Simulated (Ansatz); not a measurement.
One change: `[SiH3][Al]1[CH2][GaH]1` becomes `[OH][Al]1[CH2][GaH]1`.

Ansatz, PBE0-D4/def2-TZVP geometries, multiplicity 1. Each molecule was computed in one conformer, which needn't be the lowest.

Scalar relativity is left out up to krypton.

| property | `[SiH3][Al]1[CH2][GaH]1` |
| --- | --- |
| LUMO energy (PBE/def2-TZVPP) / eV | -3.01 |
| HOMO energy (PBE/def2-TZVPP) / eV | -4.90 |
| LUMO energy (PBE0/def2-TZVPP) / eV | -2.28 |
| size of the dipole moment (ωB97M-V/def2-TZVPP) / D | 0.23 |
| HOMO–LUMO gap (B3LYP/def2-TZVPP) / eV | 3.13 |
| HOMO energy (PBE0/def2-TZVPP) / eV | -5.74 |

Task: What does the change do to each property? (Estimate.)

Result: The calculation gave: 
```
                                          property  `[OH][Al]1[CH2][GaH]1`  shift
                 LUMO energy (PBE/def2-TZVPP) / eV                   -2.71   0.30
                 HOMO energy (PBE/def2-TZVPP) / eV                   -4.83   0.07
                LUMO energy (PBE0/def2-TZVPP) / eV                   -1.96   0.32
size of the dipole moment (ωB97M-V/def2-TZVPP) / D                    1.12   0.89
             HOMO–LUMO gap (B3LYP/def2-TZVPP) / eV                    3.43   0.30
                HOMO energy (PBE0/def2-TZVPP) / eV                   -5.73   0.01
```

Dipoles are sizes alone; their direction can turn.

B3LYP here is the variant with VWN-RPA as its local correlation; programs differ in this.
